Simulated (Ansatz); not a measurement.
A structure drawn as `CC(F)OCCF`, with this starting geometry:

```xyz
15

C     2.1676    0.8511   -0.2564
C     1.0109   -0.0916    0.0844
F     1.3858   -1.4123   -0.1299
O    -0.1130    0.2490   -0.7957
C    -1.2218   -0.5987   -0.6081
C    -2.0607   -0.0724    0.5690
F    -1.4989   -0.3908    1.7472
H     3.0041    0.5631    0.4363
H     2.5319    0.6753   -1.2326
H     1.9477    1.8694   -0.0968
H     0.7229    0.0456    1.1378
H    -1.8070   -0.5135   -1.4980
H    -0.9079   -1.6896   -0.4297
H    -3.0265   -0.5187    0.5542
H    -2.1350    1.0343    0.5185
```

Charge 0, multiplicity 1.

Q: Does it keep its bonds when Ansatz relaxes it at PBE-D4/def2-SVP and then PBE0-D4/def2-TZVP?

A: Yes, every drawn bond is still there and no new one forms.

Q: Give the relaxed structure. (An estimate is asked.)

A: The calculation gave: 
Z-matrix (Å, degrees):
```
C
C 1 1.499
H 1 1.090 2 109.9
H 1 1.090 2 109.9 3 120.1
H 1 1.091 2 109.5 3 -119.8
F 2 1.393 1 109.0 3 -176.6
O 2 1.377 1 109.1 3 64.5
H 2 1.096 1 112.9 3 -59.8
C 7 1.414 2 115.3 1 -167.9
C 9 1.502 7 111.7 2 99.1
H 9 1.095 7 110.8 2 -24.7
H 9 1.094 7 107.4 2 -142.0
F 10 1.385 9 110.6 7 -68.8
H 10 1.095 9 110.3 7 171.7
H 10 1.094 9 110.6 7 50.3
```
All modes are real.

Atoms count as bonded under 1.1 times the sum of their covalent radii (H–H under 0.85 Å, pairs among N, O and F under 1.55 Å), and a drawn bond as lost past 1.3 times.
